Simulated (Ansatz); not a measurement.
Job for Ansatz (a program for electronic structure): R-CCSD(T)/aug-cc-pV(T+d)Z on HCl (SMILES Cl). Files ending in .json are basis or fitting sets from the Basis Set Exchange.

Ansatz 0.2 input:
```yaml
crystal:
  periodic: [false, false, false]
  atoms:
    - {symbol: Cl, position_ang: [-0.56148929, -0.68711842, -0.50006534]}
    - {symbol: H, position_ang: [-0.12151837, -0.26959638, 0.63588191]}
basis:
  gaussian:
    orbitals: aug-cc-pV_T+d_Z.json
magnetization: {spin_polarized: false}
correlation: {method: ccsd_t, electrons: outside_noble_gas}
scf: {lower_state_search: off}
```

The head of its log:

```
WARN ansatz: RAYON_NUM_THREADS=2 ignored (pool sized by the plan → 2); use --threads N
Functional definition: HF
these checks for a lower state are left out or cut short: stability, starts, cluster_reference, orbital_swaps, neighbouring_geometries, increment
integrals: 0.05 GiB planned
446 factors; integrals over basis functions are off by at most 2.0e-3 eV
mean field: 0.10 GiB planned
mean field evaluation 1: about -12519.7828 eV, gradient 1.0e1 eV
mean field evaluation 2: about -12519.7835 eV, gradient 1.0e1 eV
mean field evaluation 4: about -12520.1786 eV, gradient 1.1e0 eV
mean field evaluation 8: about -12520.1870 eV, gradient 2.1e-5 eV
mean field -12520.18702697 eV, -460.1083867537 hartree, gradient 1.5e-6 eV, S^2 0.000000; 0 other end points of the search recorded, 0 dependent functions left out
5 core orbitals not correlated
reference -12520.18702697 eV, -460.1083867537 hartree; 4, 4 occupied and 69, 69 virtual orbitals, 446 factors
```

What total energy does the run end on?

-460.3456 hartree (reference determinant -460.1084, T1 diagnostic 0.006).
